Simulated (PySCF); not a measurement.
# One molecule, several mistakes: C2GeH6Si

Calculated results; nothing here was measured. They come from PySCF 2.14.0, an open-source quantum chemistry program, on an isolated molecule that a program drew, which may never have been made. The molecule is C2GeH6Si (charge 0, singlet), drawn as the SMILES string `C[Si][CH]=[GeH2]`.

Each row is a Hartree-Fock (HF) and frozen-core CCSD(T) single point in the cc-pV(D+d)Z basis, meant for a local HF minimum. Run 1 is clean. Each other run has one planted mistake out of seven kinds, and not every kind appears here: one electron removed, one electron added, multiplicity raised by two, geometry at a saddle point, minimal basis STO-3G, one bond length entered in bohr, all coordinates scaled. The reference is restricted for singlets and unrestricted otherwise, and also for a bond in bohr. Adding or removing an electron swaps singlet and doublet. Electrons count all cores. HOMO and LUMO are orbital energies over both spins, the gradient is its largest component, and the lowest frequency (negative if imaginary) is given only where the gradient is small. Bond lengths are over the 9 bonds as drawn. T1 is the CCSD diagnostic: over 0.02 (restricted) or 0.045 (unrestricted) a single reference is doubtful. Germanium has the cc-pVDZ-PP basis, with a core potential (ECP10MDF) in place of its 10 inner electrons, and its 3s, 3p and 3d shells are frozen in CCSD(T).

Geometry of the clean run:
```xyz
10
C2GeH6Si, angstrom
C     0.4597    3.1075   -1.6945
Si    0.1045    1.5822   -0.5888
C    -0.7767    0.4943   -1.7992
Ge   -1.3357   -1.1031   -1.2369
H     1.0629    2.8169   -2.5639
H    -0.4781    3.5262   -2.0808
H     0.9915    3.8977   -1.1585
H    -0.9869    0.7459   -2.8375
H    -2.0753   -2.1192   -2.1019
H    -1.1183   -1.5988    0.1823
```

| run | electrons | basis functions | <S^2> | HOMO (eV) | LUMO (eV) | gradient (hartree/bohr) | lowest frequency (cm^-1) | mean bond (Å) | longest bond (Å) | T1 | HF (hartree) | CCSD(T) (hartree) | mistake |
|---|---|---|---|---|---|---|---|---|---|---|---|---|---|
| 1 | 64 | 104 | 0.000 | -7.87 | 0.80 | 3.9e-06 | 73 | 1.4413 | 1.917 | 0.0141 | -661.44689 | -661.98132 | no fault |
| 2 | 63 | 104 | 0.774 | -14.07 | -5.24 | 7.7e-02 | - | 1.4413 | 1.917 | 0.0161 | -661.20718 | -661.70776 | one electron removed |
| 3 | 64 | 104 | 2.359 | -6.56 | 0.57 | 4.6e-02 | - | 1.4413 | 1.917 | 0.0389 | -661.41609 | -661.92330 | multiplicity raised by two |
| 4 | 65 | 104 | 1.025 | -0.72 | 6.78 | 3.6e-02 | - | 1.4413 | 1.917 | 0.0370 | -661.44605 | -661.99018 | ? |
| 5 | 64 | 104 | 1.350 | -8.15 | 0.63 | 2.0e-02 | - | 1.5922 | 2.883 | 0.0660 | -661.34994 | -661.86696 | ? |

**Which mistake was planted in run 4, and what did it cost?**

It counts 65 electrons, one more than the clean run, at the same geometry and basis. So the mistake is: one electron added. Subtracting run 1 and multiplying by 627.51 kcal/mol a hartree, the energy moved by 0.5 kcal/mol in HF and -5.6 kcal/mol in CCSD(T).

**Which mistake was planted in run 5, and what did it cost?**

The mean bond changes by a factor of 1.105 and the longest by 1.504, so the molecule wasn't scaled as a whole. A length L in bohr read as angstrom grows by (1/0.5292 - 1) L = 0.890 L. The 9 bonds together grew by 9 x 0.1509 = 1.358 Å, which gives L = 1.526 Å. That is the length of one of the Ge-H bonds, 1.526 Å in the clean geometry. So the mistake is: one bond length entered in bohr. Subtracting run 1 and multiplying by 627.51 kcal/mol a hartree, the energy moved by 60.8 kcal/mol in HF and 71.8 kcal/mol in CCSD(T).

Cautions from the logs. Run 5: T1 is over the limit, so its CCSD(T) energy is less reliable.
